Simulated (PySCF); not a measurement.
Match the calculated data to a structure.

All candidates are C7H12Si.

| technique | computed result |
| --- | --- |
| 13C NMR | chemical shifts (computed TMS as zero) by class: 121.7 (1 C), 86.2 (1 C), 20.3 (1 C), 16.9 (1 C), 16.7 (2 C), 16.5 (1 C) ppm [GIAO PBE0/pcSseg-1] |
| 1H NMR | chemical shifts (computed TMS as zero) by class: 5.19 (1 H), 2.43 (2 H), 2.24 (1 H), 2.19 (1 H), 1.73 (2 H), 1.52 (2 H), 1.25 (3 H) ppm [GIAO PBE0/pcSseg-1] |
| Dipole | 1.36 D [PBE0/pcSseg-1] |
| NMR, other nuclei | isotropic shieldings of nuclei other than C and H, by class: 384 (1 Si) ppm [GIAO PBE0/pcSseg-1] |
| Rotational structure | rotational constants A, B, C: 4.277, 0.650, 0.626 GHz [GFN2-xTB] |

Gas-phase values; electronic properties from PySCF, density fitting. Levels stand in brackets. Isolated species at its GFN2-xTB geometry (one conformer only). Each NMR value is the plain mean over a class of atoms that symmetry, rotation or inversion makes alike.

Question: Which candidate is it?
A. `CCC#C[SiH]1CCC1`
B. `CCC[SiH]1C=CC=C1`
C. `CCC/C=C/C#C[SiH3]`
D. `C#C[C@](C)(C=C)[SiH2]C`
E. `[SiH3]C[C@@]12CC=C[C@@H]1C2`

Answer: A. It is `CCC#C[SiH]1CCC1`. Numbering: `[CH3:1][CH2:2][C:3]#[C:4][SiH:5]1[CH2:6][CH2:7][CH2:8]1`. Its formula, C7H12Si, gives 3 degrees of unsaturation: 1 ring and 2 π bonds in the structure found. 7 carbons fall into 6 classes; from least to most shielded: alkyne carbon [C3] (121.7 ppm), alkyne carbon [C4] (86.2 ppm), four-membered-ring carbon [C7] (20.3 ppm), propargylic carbon [C2] (16.9 ppm), ring sp3 carbon bound to silicon [C6/C8] (16.7 ppm, 2 C), methyl carbon [C1] (16.5 ppm). Hydrogen classes from least to most shielded: 1 H on an SiH silicon, Si5 (5.19 ppm), 2 H on a propargylic carbon, C2 (2.43 ppm), 1 H on a four-membered-ring carbon, C7 (2.24 ppm), 1 H on a four-membered-ring carbon, C7 (2.19 ppm), 2 H on 2 like atoms (sp3 carbon bound to silicon), C6/C8 (1.73 ppm), 2 H on 2 like atoms (sp3 carbon bound to silicon), C6/C8 (1.52 ppm), 3 H on a methyl carbon, C1 (1.25 ppm). The other shieldings belong to: 384 ppm, SiH silicon [Si5]. The optimised geometry has point group C1 and is an asymmetric top.

The others, at the same levels:
- `[SiH3]C[C@@]12CC=C[C@@H]1C2` fails: it has 7 carbon classes against 6; its computed 13C shifts are 144.8 (1 C), 136.4 (1 C), 46.0 (1 C), 37.6 (1 C), 28.9 (1 C), 27.0 (1 C), 18.9 (1 C) ppm, 1H shifts are 6.29 (1 H), 5.63 (1 H), 3.90 (3 H), 2.49 (1 H), 2.45 (1 H), 1.61 (1 H), 1.44 (1 H), 0.80 (1 H), 0.55 (1 H), -0.13 (1 H) ppm and rotational constant A is 3.939 GHz (against 4.277 GHz).
- `C#C[C@](C)(C=C)[SiH2]C` fails: it has 7 carbon classes against 6; its computed 13C shifts are 147.8 (1 C), 121.3 (1 C), 92.4 (1 C), 80.6 (1 C), 28.3 (1 C), 25.8 (1 C), -8.0 (1 C) ppm, 1H shifts are 5.96 (1 H), 5.95 (1 H), 5.50 (1 H), 4.13 (1 H), 3.97 (1 H), 1.94 (1 H), 1.39 (3 H), 0.34 (3 H) ppm and rotational constant A is 2.102 GHz (against 4.277 GHz).
- `CCC/C=C/C#C[SiH3]` fails: it has 7 carbon classes against 6; its computed 13C shifts are 159.6 (1 C), 115.8 (1 C), 115.5 (1 C), 90.3 (1 C), 42.6 (1 C), 28.4 (1 C), 17.2 (1 C) ppm, 1H shifts are 6.66 (1 H), 5.76 (1 H), 4.32 (3 H), 2.09 (2 H), 1.38 (2 H), 1.09 (3 H) ppm and rotational constant A is 9.524 GHz (against 4.277 GHz).
- `CCC[SiH]1C=CC=C1` fails: it has 5 carbon classes against 6; its computed 13C shifts are 155.2 (2 C), 137.4 (2 C), 24.1 (1 C), 21.5 (1 C), 17.6 (1 C) ppm, 1H shifts are 7.26 (2 H), 6.31 (2 H), 4.69 (1 H), 1.53 (2 H), 1.15 (3 H), 0.77 (2 H) ppm and smallest rotational constant is 0.780 GHz (against 0.626 GHz).

Each candidate is one conformer, not necessarily the lowest. Dipoles, sizes and rotational constants follow the conformer. The torsions of the flexible species, by atom-mapped SMILES:
- `[CH:1]#[C:2][C@:3]([CH3:4])([CH:5]=[CH2:6])[SiH2:7][CH3:8]`: C2–C3–C5–C6 -19°, C2–C3–Si7–C8 -61°
- `[CH3:1][CH2:2][CH2:3]/[CH:4]=[CH:5]/[C:6]#[C:7][SiH3:8]`: C1–C2–C3–C4 179°, C2–C3–C4–C5 118°
- `[CH3:1][CH2:2][CH2:3][SiH:4]1[CH:5]=[CH:6][CH:7]=[CH:8]1`: C1–C2–C3–Si4 179°, C2–C3–Si4–C5 -70°

The conformers of `[SiH3]C[C@@]12CC=C[C@@H]1C2` aren't listed.
